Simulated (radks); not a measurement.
Ionisation of the silicon ion Si5+, [He] 2s2 2p5, to [He] 2s2 2p4 as the strength of local exchange is varied. Calculated with a radial shooting solver on a logarithmic mesh with Libxc functionals: scalar-relativistic Kohn-Sham, Slater X-alpha exchange (alpha = 2/3 is LDA exchange), no correlation, spin-unpolarised, spherical densities, point nucleus.

alpha	E(Si5+) (hartree)	exchange (hartree)	IE (eV)	-e of the level emptied (eV)	<r> of it (bohr)
0.667	-278.06766	-16.29693	206.72	185.81 (2p)	0.5077
0.712	-279.16894	-17.44657	209.13	188.15 (2p)	0.5054
0.729	-279.58580	-17.88253	210.04	189.04 (2p)	0.5045
0.774	-280.69145	-19.04091	212.46	191.41 (2p)	0.5022
1.015	-286.66675	-25.35255	225.69	204.35 (2p)	0.4904
1.022	-286.84166	-25.53859	226.09	204.73 (2p)	0.4900

NIST Atomic Spectra Database: 205.28 eV (semi-empirical). The central value is not met in this range of alpha. Spin polarisation and multiplet splitting are left out, so open shells lie too high by an amount that depends on their filling.

Beside tabulated values, note that spin-unpolarised runs miss the spin-polarisation part of the exchange energy of open shells.
